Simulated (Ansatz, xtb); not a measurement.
A geometry optimisation of GeH5NOSn with r2SCAN-D4/def2-SVP

The starting geometry of this gas-phase singlet was built from a drawn formula by distance geometry and a force field; its bonds are those of `O[N]1[GeH2][SnH2]1`.

```xyz
9

Ge   -0.0283    0.2956   -0.9816
N    -1.7467    0.9363   -0.8811
O    -2.1202    0.8305    0.3863
Sn   -0.8368    2.7540   -1.2730
H    -1.5164    1.3525    0.9764
H     0.2370   -0.4955   -2.3492
H     0.6122   -0.0562    0.3774
H    -1.2612    3.2724   -2.9184
H    -0.8398    3.7260    0.1541
```

Where would you expect an optimisation with r2SCAN-D4/def2-SVP to take it?

It keeps its bonds, and is `O[N]1[GeH2][SnH2]1`.

The energy falls by 1.08 eV over 22 steps:

```json
{"step": "1", "E − E(last) (eV)": "1.081"}
{"step": "3", "E − E(last) (eV)": "0.270"}
{"step": "6", "E − E(last) (eV)": "0.139"}
{"step": "8", "E − E(last) (eV)": "0.101"}
{"step": "10", "E − E(last) (eV)": "0.094"}
{"step": "13", "E − E(last) (eV)": "0.086"}
{"step": "15", "E − E(last) (eV)": "0.063"}
{"step": "17", "E − E(last) (eV)": "0.030"}
{"step": "20", "E − E(last) (eV)": "0.001"}
{"step": "22", "E − E(last) (eV)": "0.000"}
```

Final geometry (Å):

```xyz
9

Ge    0.2047    0.4390   -0.9443
N    -1.2229    1.2406   -0.0321
O    -2.4865    0.5974    0.0542
Sn   -0.6036    2.8416   -1.3015
H    -2.7200    0.7207    0.9869
H    -0.1483   -0.5362   -2.0872
H     1.3447   -0.1260   -0.0696
H    -1.5444    3.1564   -2.7068
H    -0.3240    4.2819   -0.4087
```

From the same start GFN2-xTB ends elsewhere, differing in Ge1–Sn4 (3.59 against 2.56 Å here).

The end wasn't checked by frequencies. Atoms past krypton carry core potentials, without spin–orbit terms. Run with Ansatz 0.2.0, 54 s on 2 threads of Intel(R) Xeon(R) Platinum 8375C CPU @ 2.90GHz (Ice Lake), on a shared host.
